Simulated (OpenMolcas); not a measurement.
## Ni2+: effect of the basis set

```json
{
  "Program": "OpenMolcas",
  "Method": "SS-CASPT2, IPEA 0.25 Eh, imaginary shift 0.1 Eh (closed shells correlated: 3s 3p)",
  "Active space": "8 electrons in 10 orbitals (3d 4d)",
  "State averaging": "2S+1 = 3 even, 10 roots; 2S+1 = 1 even, 15 roots",
  "Spin-orbit coupling": "RASSI with atomic mean-field integrals over the reference wave functions, term energies averaged over their components"
}
```

A. ANO-RCC-VTZP [6s5p3d2f1g], DKH2, point nucleus; CASPT2 step roughly 16 core-minutes
B. ANO-R2 [6s5p4d2f1g], X2C, finite nucleus; CASPT2 step of the order of 11 core-minutes
C. ANO-RCC-VQZP [7s6p4d3f2g1h], DKH2, point nucleus; CASPT2 step roughly 7 core-minutes

Energies in cm-1 above 3d8 3F4, the measured ground level; measured values from Corliss and Sugar, J. Phys. Chem. Ref. Data 10, 197 (1981).

```json
{"Level": "3d8 3F4", "A": "0.0", "B": "0.0", "C": "0.0", "Measured": "0.0"}
{"Level": "3d8 3F3", "A": "1335", "B": "1351", "C": "1358", "Measured": "1361"}
{"Level": "3d8 3F2", "A": "2230", "B": "2260", "C": "2270", "Measured": "2270"}
{"Level": "3d8 1D2", "A": "13940", "B": "13870", "C": "13710", "Measured": "14032"}
{"Level": "3d8 3P2", "A": "16920", "B": "16850", "C": "16830", "Measured": "16662"}
{"Level": "3d8 3P1", "A": "17230", "B": "17160", "C": "17160", "Measured": "16978"}
{"Level": "3d8 3P0", "A": "17480", "B": "17420", "C": "17420", "Measured": "17231"}
{"Level": "3d8 1G4", "A": "23650", "B": "23570", "C": "23330", "Measured": "23109"}
{"Level": "3d8 1S0", "A": "53460", "B": "53140", "C": "52820", "Measured": "52532"}
```

Deviations, from unrounded energies. A percentage is the sum of absolute deviations over the sum of measured energies, with the sign that they share, or ± where signs differ.

```json
{"Against measurement": "mean absolute deviation (cm-1)", "Levels": "8", "A": "300", "B": "230", "C": "170"}
{"Against measurement": "fine structure of the ground term (%)", "Levels": "2", "A": "-1.7", "B": "-0.6", "C": "-0.2"}
{"Against measurement": "other terms of the ground configuration (%)", "Levels": "6", "A": "±1.7", "B": "±1.3", "C": "±1.0"}
```

C lies closest to measurement on these levels and A furthest from it. The largest miss of C in the table is 3d8 1D2, by -320 cm-1. The ranking rests on the paired levels alone, and a cruder setting can come out closer through cancelling errors.

The two smallest mean deviations differ by little beside CASPT2's spread within terms, so their order carries little weight.

Among A to C the level of the table that moves most is 3d8 1S0, by 640 cm-1 (lowest in C, highest in A). Moves below CASPT2's spread within the term are not significant.

CASPT2 does not keep the components of a term degenerate, so their means are used; among the terms shown or strongly mixed into the levels shown the widest spread is 630 cm-1 (3d8 1G, B). Active for correlation alone: 4d; no level in the range computed is led by a configuration that fills it, so any true level of that kind is missing. Computed and measured levels are paired by configuration, term and J; levels that our copy of the source lacks, or whose pairing is in doubt (as where it misses far off the trend of its configuration), stay unpaired and out of the deviations. Only configurations of the active space appear.
